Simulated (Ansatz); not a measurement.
`[CH3][Ge][Br]` + HBr → `[Br][Ge][Br]` + CH₄ at 298.15 K and 1 bar (ligand exchange at a Ge–C bond).

Gas-phase electronic energies from Ansatz, PBE0-D4/def2-TZVP geometries. CBS: MP2 limit from def2 TZ/QZ plus the TZ coupled-cluster correction, frozen cores. This one scheme is used for every species. For Br, Ge outer-core shells are correlated without core-valence functions, which leaves a few kJ/mol of doubt a bond. Scalar relativity is left out up to krypton.

```tsv
species	CCSD(T)/CBS energy (Eh)	H − E (kJ/mol)	S (J/(mol·K))
`[CH3][Ge][Br]`	-4689.31568	110.4	322.0
HBr	-2573.91920	24.6	198.6
`[Br][Ge][Br]`	-7222.82910	18.2	318.7
CH₄	-40.46206	127.4	186.2
```

H − E and S are ideal-gas, rigid-rotor, harmonic terms from PBE0-D4/def2-TZVP. 1 Eh = 2625.50 kJ/mol, R = 8.31446 J/(mol·K).

Question: By hand: ΔE, ΔH, ΔS and ΔG.

Answer: ΔE = (-7222.82910) + (-40.46206) − (-4689.31568) − (-2573.91920) = -0.05628 Eh = -147.8 kJ/mol. Δ(H − E) = 18.2 + 127.4 − 110.4 − 24.6 = 10.6, so ΔH = -137.2 kJ/mol. ΔS = 318.7 + 186.2 − 322.0 − 198.6 = -15.7 J/(mol·K). ΔG = -137.2 − 298.15 × (-15.7)/1000 = -132.5 kJ/mol.

Question: By hand: the equilibrium constant, and the temperature at which ΔG would vanish if ΔH and ΔS stayed fixed.

Answer: log₁₀ K = −ΔG/(RT ln 10) = 23.2. ΔG = 0 at ΔH/ΔS = 8739 K, far beyond where these terms or the molecules hold.

ΔH outweighs TΔS. A doubt of 5 kJ/mol in ΔE shifts log₁₀ K by 0.9 here. These are equilibria of isolated gas molecules and say nothing of rates. Largest T1 diagnostic: 0.011 (customary marks: 0.02 for closed shells, 0.045 for open ones).
